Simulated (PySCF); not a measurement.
# Calculated NMR parameters of CNC(=O)C1CC1

- Formula: C5H9NO
- SMILES: CNC(=O)C1CC1
- Point group of the computed structure: Cs
- Degrees of unsaturation: 2
- Carbon signals: 4
- Proton signals: 5

Atom-mapped SMILES (the numbers label the heavy atoms): `[CH3:1][NH:2][C:3](=[O:4])[CH:5]1[CH2:6][CH2:7]1`; H(Xn) means a hydrogen on atom n. Ha(C6), Ha(C7) are cis to C3 on the ring; Hb(C6), Hb(C7) are trans to C3 on the ring.

- GFN2-xTB structure
- NMR shieldings at PBE0/pcSseg-1/GIAO
- program: PySCF 2.14.0 with density-fitted response routines
- non-relativistic Hamiltonian, equivalent nuclei averaged, single conformer, no solvent model

δ = σ(ref) − σ, references computed at the same level: ¹H, ¹³C vs TMS; NH3 for ¹⁵N; H2O for ¹⁷O.

| carbon | δC, type | δH (multiplicity) | HMBC from (2–3 bonds) | span of the C tensor (ppm) |
| --- | --- | --- | --- | --- |
| C1 | 26.6, CH3 | 3.18 (d) | – | 57 |
| C3 | 174.1, C | – | H(C1), Ha(C6)/Ha(C7), H(C5), Hb(C6)/Hb(C7) | 164 |
| C5 | 17.4, CH | 0.78 (m) | Ha(C6)/Ha(C7), Hb(C6)/Hb(C7) | 86 |
| C6/C7 | 9.4, CH2 | Hb(C6) 0.59 (m); Ha(C6) 0.99 (m) | Ha(C6)/Ha(C7), H(C5), Hb(C6)/Hb(C7) | 57 |

Other nuclei:
```tsv
atoms	nucleus	environment	δ (ppm)	σ (ppm)
H(N2)	¹H	hydrogen on an amide-type nitrogen	4.74	26.98
N2	¹⁵N	amide-type nitrogen	122.2	145.5
O4	¹⁷O	amide-type carbonyl oxygen	355.3	-19.2
```

- Carbon types of the structure: 1 × C, 1 × CH, 2 × CH2, 1 × CH3, leaving 1 H on heteroatoms.
- δC 174.1: amide carbonyl carbon; lone-pair donation from the attached heteroatom keeps it upfield of a ketone carbonyl.
- δC 26.6: methyl carbon bonded to N; deshielded by the electronegative neighbour.
- δC 17.4, 9.4: three-membered-ring carbon; carbons of three-membered rings are unusually shielded.
- δH 3.18: hydrogen on a methyl carbon bonded to N; its carbon carries N, an electronegative neighbour.
- δH 0.99, 0.78, 0.59: hydrogen on a three-membered-ring carbon; cyclopropane-type protons are shielded by the ring.

OH and NH positions are those of a molecule without intermolecular hydrogen bonds; in solution they move with solvent, concentration and temperature, and exchange usually removes their couplings. Amide-type NH protons are broadened by 14N but still split neighbouring CH signals. Shifts are as computed. Against solution values, carbons near 30 ppm lie about +3 ppm off and those near 130 ppm about +5 ppm. Of 1211 compounds with measured shifts, 218 miss one by over three times the rms of a fit or turn the order of signals round; such compounds aren't used in these exercises. Hydrogen bonding in solution shields acid and N–H amide carbonyl oxygens by tens of ppm. The C=O carbon of an acid or of an amide with N–H lies up to 10 ppm further downfield in solution, through hydrogen bonding that the calculation lacks. Unscaled 17O shifts of doubly bonded oxygen tend to come out too high, by tens of ppm or more. Experimental scales use liquid or dissolved standards, which lie at an offset from isolated NH3 (liquid NH3: subtract about 20 ppm) and H2O (liquid H2O: subtract about 36 ppm). No couplings were computed; multiplicities are counted from neighbouring protons, with m where these are inequivalent, close in shift, in a saturated or five-membered ring or joined by F or P, and br s for small geminal =CH2 splittings.
